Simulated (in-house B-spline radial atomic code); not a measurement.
Sb is squeezed into an impenetrable sphere of radius R (the orbitals vanish at R). No spin polarisation. Method: non-relativistic Hartree-Fock, average of configuration, point nucleus. Calculated with a radial B-spline atomic code at the basis-set limit.

Energies in eV above the free atom in [Kr] 4d10 5s2 5p3:

```csv
R (bohr),highest level (eV),[Kr] 4d10 5s2 5p3,[Kr] 4d10 5s2 5p2 5d1,[Kr] 4d10 5s1 5p3 5f1,-dE/dV in [Kr] 4d10 5s2 5p3 (GPa)
9.38,-8.11,0.01788,7.063,25.09,0.0224
6.56,-7.6,0.6291,9.572,35.39,1.58
4.93,-5.31,5.014,16.99,51.27,23.1
4.52,-3.82,8.596,21.95,59.37,48.1
3.85,0.693,21.36,38.11,82.24,173
3.1,13.1,64.19,87.87,143.1,897
2.6,33.7,147.2,178.8,244.5,3330
2.09,86.5,397,440.3,518.6,16700
1.69,195,1009,1062,1146,77400
1.44,343,1983,2039,2113,236000
```

Question: Does [Kr] 4d10 5s2 5p2 5d1 fall below [Kr] 4d10 5s2 5p3 under compression?

Answer: No, it stays above over the whole range.

Question: Does [Kr] 4d10 5s1 5p3 5f1 fall below [Kr] 4d10 5s2 5p3 under compression?

Answer: No, it stays above over the whole range.

The highest level is first positive in the row R = 3.85 bohr, pushed up by confinement above the zero of the free ion's potential. Each configuration is held fixed and needn't be the lowest in the sphere.
